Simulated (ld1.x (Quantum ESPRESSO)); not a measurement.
arsenic: excitation energies, all-electron against TM semilocal

```
Element                 : As
Generator               : ld1.x (Quantum ESPRESSO) 7.5
Type                    : norm-conserving Troullier–Martins (semilocal form)
Functional              : LDA (PZ)
Relativity              : scalar-relativistic
Frozen core             : [Ar]
Valence charge          : 15
Reference configuration : 3d10 4s1.5 4p3.5
Partial waves           : 4s (bound): rc 1.35 bohr; 3d (bound): rc 0.60 bohr; 4p (bound): rc 1.80 bohr
Local potential         : the p channel
Core correction         : Bessel-smoothed model core inside 0.40 bohr
```

Energies are relative to the spin-unpolarised reference configuration 3d10 4s1.5 4p3.5; without spin polarisation the order of configurations can differ from experiment. Spin-polarised rows fill each open shell by Hund’s rule, majority spin first. The frozen-core shift is the all-electron ΔE with the core orbitals held at their reference shape minus the fully relaxed ΔE.

```json
{"valence configuration": "3d10 4s2 4p3", "charge": "0", "ΔE all-electron (eV)": "-4.710", "error AE − PS (meV)": "0.0", "frozen-core shift (meV)": "0.0"}
{"valence configuration": "3d10 4s2 4p1", "charge": "+2", "ΔE all-electron (eV)": "22.778", "error AE − PS (meV)": "-0.8", "frozen-core shift (meV)": "+3.2"}
{"valence configuration": "3d10 4s1 4p3", "charge": "+1", "ΔE all-electron (eV)": "14.777", "error AE − PS (meV)": "+0.4", "frozen-core shift (meV)": "+1.4"}
{"valence configuration": "3d9 4s2 4p3", "charge": "+1", "ΔE all-electron (eV)": "46.383", "error AE − PS (meV)": "-507", "frozen-core shift (meV)": "+337"}
{"valence configuration": "3d10 4s2 4p2.5", "charge": "+0.5", "ΔE all-electron (eV)": "-1.073", "error AE − PS (meV)": "-0.9", "frozen-core shift (meV)": "+0.3"}
{"valence configuration": "3d10 4s2 4p3.3", "charge": "-0.3", "ΔE all-electron (eV)": "-5.988", "error AE − PS (meV)": "+0.5", "frozen-core shift (meV)": "-0.1"}
{"valence configuration": "3d10 4s1.5 4p3.5 (spin-polarised)", "charge": "0", "ΔE all-electron (eV)": "-1.381", "error AE − PS (meV)": "+13", "frozen-core shift (meV)": "+1.0"}
{"valence configuration": "3d10 4s2 4p3 (spin-polarised)", "charge": "0", "ΔE all-electron (eV)": "-6.034", "error AE − PS (meV)": "+11", "frozen-core shift (meV)": "+0.5"}
```

Q: What are ΔE and the potential's error for 3d10 4s2 4p2?

A: ΔE = 4.615 eV all-electron; the error (AE − PS) is -1.4 meV.

Levels in the configuration 3d10 4s2 4p3.3:

```tsv
level	all-electron (eV)	pseudo (eV)
3d	-38.401	-38.399
4s	-12.366	-12.367
4p	-3.203	-3.204
```

A variational frozen-core shift is positive and of second order in the change. This column holds negative values, so the frozen-core run of ld1.x carries numerical noise or an error of first order here, and the column gives no more than the rough size of the effect.

A Bessel basis up to 400 Ry misses an occupied level by 0.04 Ry, so cutoffs and ghosts were not judged.
